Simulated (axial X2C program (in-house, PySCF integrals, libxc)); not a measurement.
**Testing model relations on CBr**

A bond curve at the CCSD(T) level, two-component, was computed with an in-house relativistic program for diatomic molecules (basis Br dyall-cv3z [8s9p6d4f1g], C dyall-v3z [7s6p2d1f] (cores contracted in-house)) for the state Ω = 1/2 (⟨Sz⟩ = -0.50, ⟨Lz⟩ = 1.00 at HF). Its fit gives Re = 1.8231 Å, ωe = 730.4 cm⁻¹, ωexe = 3.84 cm⁻¹ and αe = 4.011e-03 cm⁻¹; the masses are 78.9183 and 12.0000 u. Two-component means X2C with spin–orbit coupling and atomic mean-field Coulomb and Gaunt terms.

Correlated methods: 11 electrons correlated (number of frozen shells: Br 3 s, 2 p, 1 d; C 1 s), 187 virtual spin orbitals or spinors in MP2, 90 natural virtuals in coupled cluster.

(1) Find the reduced mass, Be and the force constant.

(2) Where do the fundamental and the first overtone lie?

(3) Estimate De from a Morse curve and compare with the computed well depth of 3.246 eV to Br + C.

(4) A Morse curve ties αe to the other constants (Pekeris). How well does that hold?

(5) Estimate the centrifugal constant by the Kratzer relation.

The state is a single determinant with fixed occupations, the lowest that a limited PBE0 search found. De is counted from the lowest determinant-based energies of the atoms at the same level, without counterpoise correction. Coupled cluster ran in a truncated set of natural virtual spinors; the MP2 energy of the rest was added. (T) has no such correction and the atoms are truncated less, which lowers De at CCSD(T) by a hundredth of an eV or more. A 2c atom that is not at its ground J level misses part of its spin–orbit lowering, and De is too large by that part (0.04 eV or less for light atoms). This holds for CCSD(T).

Answers

(1) From the CCSD(T) values: μ = 10.4162 u. Be = 16.8576/(μ Re²) = 0.4869 cm⁻¹. k = 5.8918×10⁻⁷ μ ωe² = 3.27 mdyn/Å.

(2) ν(1←0) = ωe − 2ωexe = 722.7 cm⁻¹; ν(2←0) = 2ωe − 6ωexe = 1437.8 cm⁻¹.

(3) De(Morse) = ωe²/(4ωexe) = 4.306 eV against 3.246 eV computed, a ratio of 1.33. The extrapolation overshoots: the well softens faster than a Morse curve, or the lowest atomic limit lies below the one to which the curve heads.

(4) αe(Morse) = 6Be²/ωe × (√(ωexe/Be) − 1) = 3.522e-03 cm⁻¹; the CCSD(T) curve gives 4.011e-03 cm⁻¹, a ratio of 0.88.

(5) D = 4Be³/ωe² = 8.66e-07 cm⁻¹.
